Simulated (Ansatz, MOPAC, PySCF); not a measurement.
System: C5H10Se, net charge 0, singlet state. SMILES: C=C[Se]C(C)C
Geometry: optimised at B3LYP-D3(BJ)/def2-TZVP (Ansatz, a quantum-chemistry and plane-wave program).

Wanted: vertical ionisation energy to the doublet, in eV. Conventions: UHF or UKS for open shells; six Cartesian d functions in 6-31G* and its kin unless marked 5d; no spin-orbit coupling; non-relativistic; each state is the SCF solution reached for its charge and spin; dispersion terms only where a functional's name holds one; LANL2DZ with its own core potentials from Na on; frozen cores in correlated levels (noble-gas shells and the d and f shells of earlier blocks). First-principles rows: single points at B3LYP-D3(BJ) geometries (Ansatz). Semi-empirical rows: differences of heats of formation at the shared geometry for vertical values. A UHF reference is markedly spin-contaminated in at least one set, which strains HF and MP2.

```json
[
 {"level": "AM1", "program": "MOPAC", "vertical ionisation energy to the doublet (eV)": "7.12"},
 {"level": "PM3", "program": "MOPAC", "vertical ionisation energy to the doublet (eV)": "8.41"},
 {"level": "PM6", "program": "MOPAC", "vertical ionisation energy to the doublet (eV)": "7.94"},
 {"level": "MNDO", "program": "MOPAC", "vertical ionisation energy to the doublet (eV)": "8.01"},
 {"level": "B3LYP/6-31G*", "program": "Ansatz", "vertical ionisation energy to the doublet (eV)": "7.78"},
 {"level": "B3LYP/6-31G* with LANL2DZ past Ar", "program": "Ansatz", "vertical ionisation energy to the doublet (eV)": "7.82"},
 {"level": "M06-2X/6-31G* with LANL2DZ past Ar (5d)", "program": "PySCF", "vertical ionisation energy to the doublet (eV)": "8.05"},
 {"level": "MP2/6-31G* with LANL2DZ past Ar", "program": "Ansatz", "vertical ionisation energy to the doublet (eV)": "7.64"},
 {"level": "PBE/def2-TZVPD", "program": "Ansatz", "vertical ionisation energy to the doublet (eV)": "7.82"},
 {"level": "wB97M-V/def2-TZVPD", "program": "Ansatz", "vertical ionisation energy to the doublet (eV)": "8.00"}
]
```

No value to compare with is used here. The 8 habitual levels span 7.12 (AM1) to 8.41 eV (PM3); PBE/def2-TZVPD gives 7.82.

The levels are drawn from those run, B3LYP/6-31G* more often than the rest, none by its result; left out are runs that failed, that the program found above a lower state of the same kind, or whose <S^2> lies over 0.5 above the pure value.
